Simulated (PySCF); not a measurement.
CH4AlFOSe, SMILES [Al]([F])([O]C)[SeH].

Geometry optimised at PBE0-D3(BJ)/def2-SVP. Other conformers were not sampled.

Calculation: C-PCM-ωB97X/def2-SVP in PySCF.

The values are the electrostatic part of the solvation free energy, E(continuum) − E(gas) at the gas-phase geometry, in a cavity of scaled van der Waals radii (PySCF's table); cavitation and dispersion terms are not included. A continuum can't describe solvent molecules that bind to the metal. In vacuum the orbital gap is 11.12 eV. The dipole moment in vacuum is 1.10 D.

Computed values in water (ε = 78.36), ethylethanoate (ε = 5.99), methanol (ε = 32.61):
```json
[
 {"solvent": "water", "ε": "78.36", "ΔG(elec) (kcal/mol)": "-6.5", "dipole (D)": "1.35", "gap (eV)": "11.35"},
 {"solvent": "ethylethanoate", "ε": "5.99", "ΔG(elec) (kcal/mol)": "-5.4", "dipole (D)": "1.29", "gap (eV)": "11.31"},
 {"solvent": "methanol", "ε": "32.61", "ΔG(elec) (kcal/mol)": "-6.4", "dipole (D)": "1.34", "gap (eV)": "11.34"}
]
```
